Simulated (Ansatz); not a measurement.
Job for Ansatz (a quantum-chemistry and plane-wave program): R-B3LYP-D3(BJ)/def2-TZVP on ClHMoO2 (SMILES [O]=[MoH](=[O])[Cl]). Elements past Kr take the def2 small-core potentials; no spin–orbit coupling.

Ansatz 0.2 input:
```yaml
crystal:
  periodic: [false, false, false]
  atoms:
    - {symbol: Mo, position_ang: [0.06470000, 0.06700000, -0.06700000]}
    - {symbol: O, position_ang: [1.04040000, 1.04270000, 0.90870000]}
    - {symbol: O, position_ang: [1.04040000, -0.90870000, -1.04270000]}
    - {symbol: H, position_ang: [-0.90530000, 1.03690000, -1.03690000]}
    - {symbol: Cl, position_ang: [-1.24010000, -1.23780000, 1.23780000]}
basis:
  gaussian:
    orbitals: def2-TZVP
hamiltonian:
  xc: b3lyp
  dispersion: d3bj
relax: {f_tol: 0.004, max_steps: 120}
scf: {lower_state_search: off}
```

The log:

```
WARN ansatz: RAYON_NUM_THREADS=4 ignored (pool sized by the plan → 4); use --threads N
Functional definition: B3LYP
these checks for a lower state are left out or cut short: stability, starts, cluster_reference, orbital_swaps, neighbouring_geometries, increment
integrals: 0.06 GiB planned
980 factors; their error is unknown
mean field: 0.59 GiB planned
mean field evaluation 1: about -18479.8263 eV, gradient 9.7e1 eV
mean field evaluation 2: about -18218.7216 eV, gradient 3.5e2 eV
mean field evaluation 4: about -18494.9317 eV, gradient 1.7e1 eV
mean field evaluation 8: about -18495.5534 eV, gradient 4.0e-1 eV
mean field evaluation 16: about -18495.6513 eV, gradient 1.8e-4 eV
mean field -18495.65130088 eV, -679.7026485047 hartree, gradient 2.1e-6 eV, S^2 0.000000; 0 other end points of the search recorded, 0 dependent functions left out
the calculation of the forces begins
reference -18495.65157199 eV, -679.7026584679 hartree; 24, 24 occupied and 121, 121 virtual orbitals, 980 factors
relax step   1: F+E_penalty+E_count = -18495.90352678 eV  Δ(F+E_penalty+E_count) = +0.000e0 eV  max|allowed force component| = 1.077e0 eV/Å  Δτ_max = 0.0000 Å  (21 SCF iters, accepted)
these checks for a lower state are left out or cut short: stability, starts, cluster_reference, orbital_swaps, neighbouring_geometries, increment
integrals: 0.06 GiB planned
980 factors; their error is unknown
mean field: 0.58 GiB planned
mean field evaluation 32: about -18495.5005 eV, gradient 2.0e-6 eV
mean field -18495.50046938 eV, -679.6971055491 hartree, gradient 1.7e-6 eV, S^2 0.000000; 0 other end points of the search recorded, 0 dependent functions left out
the calculation of the forces begins
reference -18495.50073741 eV, -679.6971153992 hartree; 24, 24 occupied and 121, 121 virtual orbitals, 980 factors
relax step   2: F+E_penalty+E_count = -18495.74688589 eV  Δ(F+E_penalty+E_count) = +1.566e-1 eV  max|allowed force component| = 2.641e0 eV/Å  Δτ_max = 0.1952 Å  (35 SCF iters, rejected (line search))
these checks for a lower state are left out or cut short: stability, starts, cluster_reference, orbital_swaps, neighbouring_geometries, increment
integrals: 0.06 GiB planned
980 factors; their error is unknown
mean field: 0.59 GiB planned
mean field -18495.71017151 eV, -679.7048119602 hartree, gradient 1.0e-6 eV, S^2 0.000000; 0 other end points of the search recorded, 0 dependent functions left out
the calculation of the forces begins
reference -18495.71044076 eV, -679.7048218553 hartree; 24, 24 occupied and 121, 121 virtual orbitals, 980 factors
relax step   3: F+E_penalty+E_count = -18495.95953983 eV  Δ(F+E_penalty+E_count) = -5.601e-2 eV  max|allowed force component| = 1.325e0 eV/Å  Δτ_max = 0.0957 Å  (31 SCF iters, accepted)
these checks for a lower state are left out or cut short: stability, starts, cluster_reference, orbital_swaps, neighbouring_geometries, increment
integrals: 0.06 GiB planned
980 factors; their error is unknown
mean field: 0.59 GiB planned
mean field -18495.71726793 eV, -679.7050727490 hartree, gradient 1.1e-6 eV, S^2 0.000000; 0 other end points of the search recorded, 0 dependent functions left out
the calculation of the forces begins
reference -18495.71753557 eV, -679.7050825847 hartree; 24, 24 occupied and 121, 121 virtual orbitals, 980 factors
relax step   4: F+E_penalty+E_count = -18495.96759951 eV  Δ(F+E_penalty+E_count) = -8.060e-3 eV  max|allowed force component| = 1.099e0 eV/Å  Δτ_max = 0.0399 Å  (24 SCF iters, accepted)
these checks for a lower state are left out or cut short: stability, starts, cluster_reference, orbital_swaps, neighbouring_geometries, increment
integrals: 0.06 GiB planned
980 factors; their error is unknown
mean field: 0.59 GiB planned
mean field -18495.73299159 eV, -679.7056505830 hartree, gradient 2.5e-6 eV, S^2 0.000000; 0 other end points of the search recorded, 0 dependent functions left out
the calculation of the forces begins
reference -18495.73326032 eV, -679.7056604584 hartree; 24, 24 occupied and 121, 121 virtual orbitals, 980 factors
relax step   5: F+E_penalty+E_count = -18495.98327610 eV  Δ(F+E_penalty+E_count) = -1.568e-2 eV  max|allowed force component| = 5.441e-2 eV/Å  Δτ_max = 0.0297 Å  (24 SCF iters, accepted)
these checks for a lower state are left out or cut short: stability, starts, cluster_reference, orbital_swaps, neighbouring_geometries, increment
integrals: 0.06 GiB planned
980 factors; their error is unknown
mean field: 0.59 GiB planned
mean field evaluation 64: about -18495.7335 eV, gradient 1.9e-6 eV
mean field -18495.73348980 eV, -679.7056688919 hartree, gradient 1.7e-6 eV, S^2 0.000000; 0 other end points of the search recorded, 0 dependent functions left out
the calculation of the forces begins
reference -18495.73375879 eV, -679.7056787769 hartree; 24, 24 occupied and 121, 121 virtual orbitals, 980 factors
relax step   6: F+E_penalty+E_count = -18495.98383234 eV  Δ(F+E_penalty+E_count) = -5.562e-4 eV  max|allowed force component| = 2.421e-2 eV/Å  Δτ_max = 0.0083 Å  (26 SCF iters, accepted)
these checks for a lower state are left out or cut short: stability, starts, cluster_reference, orbital_swaps, neighbouring_geometries, increment
integrals: 0.06 GiB planned
980 factors; their error is unknown
mean field: 0.59 GiB planned
mean field -18495.73351406 eV, -679.7056697833 hartree, gradient 2.7e-6 eV, S^2 0.000000; 0 other end points of the search recorded, 0 dependent functions left out
the calculation of the forces begins
reference -18495.73378303 eV, -679.7056796677 hartree; 24, 24 occupied and 121, 121 virtual orbitals, 980 factors
relax step   7: F+E_penalty+E_count = -18495.98389355 eV  Δ(F+E_penalty+E_count) = -6.121e-5 eV  max|allowed force component| = 4.572e-3 eV/Å  Δτ_max = 0.0035 Å  (26 SCF iters, accepted)
these checks for a lower state are left out or cut short: stability, starts, cluster_reference, orbital_swaps, neighbouring_geometries, increment
integrals: 0.06 GiB planned
980 factors; their error is unknown
mean field: 0.59 GiB planned
mean field -18495.73351959 eV, -679.7056699865 hartree, gradient 2.7e-6 eV, S^2 0.000000; 0 other end points of the search recorded, 0 dependent functions left out
the calculation of the forces begins
reference -18495.73378856 eV, -679.7056798709 hartree; 24, 24 occupied and 121, 121 virtual orbitals, 980 factors
relax step   8: F+E_penalty+E_count = -18495.98389643 eV  Δ(F+E_penalty+E_count) = -2.879e-6 eV  max|allowed force component| = 1.532e-3 eV/Å  Δτ_max = 0.0008 Å  (27 SCF iters, accepted)
Total energy: -18495.98416540 eV, -679.7148810500 hartree
Atom 0 at     0.067267     0.013687    -0.013687 Å, force     0.001532     0.000754    -0.000754 eV/Å
Atom 1 at     1.035870     1.073341     0.855624 Å, force     0.000039    -0.000222    -0.000402 eV/Å
Atom 2 at     1.035870    -0.855624    -1.073341 Å, force     0.000039     0.000402     0.000222 eV/Å
Atom 3 at    -0.849928     1.032976    -1.032976 Å, force    -0.000302    -0.000156     0.000156 eV/Å
Atom 4 at    -1.288979    -1.264280     1.264280 Å, force    -0.001309    -0.000778     0.000778 eV/Å
Dipole moment:    -0.337243    -0.017086     0.017086 e Å
Checks for a lower state left out: stability, starts, cluster_reference, orbital_swaps, neighbouring_geometries, increment
```

Self-consistency was reached.

Cost: about 50 core-seconds (a rough figure).
